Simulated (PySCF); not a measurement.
C4H6F2Si (SMILES C=C[Si](F)(F)C=C), singlet, geometry from GFN2-xTB.

Here is a job for PySCF.
```python
from pyscf import gto, scf
from pyscf.prop import polarizability

mol = gto.M(
    atom='''
C    -2.596625    0.692465    0.652674
C    -1.364818    1.068121    0.338611
Si   -0.003601   -0.102017   -0.201054
F     0.605673    0.390955   -1.604391
F    -0.645410   -1.516621   -0.614054
C     1.389203   -0.377358    1.022734
C     2.623897    0.080099    0.869885
H    -2.899942   -0.340830    0.612114
H    -3.355437    1.397791    0.953946
H    -1.116200    2.120881    0.398171
H     1.157622   -0.947474    1.914362
H     2.910971    0.653258    0.003615
H     3.401096   -0.104359    1.595132
''',
    basis='6-31g',
    charge=0,
    spin=0,
    verbose=4,
)

mf = scf.RHF(mol)
mf.kernel()
alpha = mf.Polarizability().polarizability()[2, 2]
print('alpha_zz =', alpha)
```

Question: What does this run give for the nuclear repulsion energy, dipole moment, HOMO-LUMO gap, HOMO energy, Mulliken (on the basis functions themselves) charges in atom order?

Answer: 
| Quantity | Result |
|---|---|
| nuclear repulsion energy | 366.0109 Eh |
| dipole moment | 4.08 D |
| HOMO-LUMO gap | 13.69 eV |
| HOMO energy | -10.81 eV |
| Mulliken (on the basis functions themselves) charges in atom order | C1 -0.27, C2 -0.62, Si3 1.80, F4 -0.58, F5 -0.58, C6 -0.62, C7 -0.27, H8 0.19, H9 0.19, H10 0.20, H11 0.20, H12 0.19, H13 0.19 |
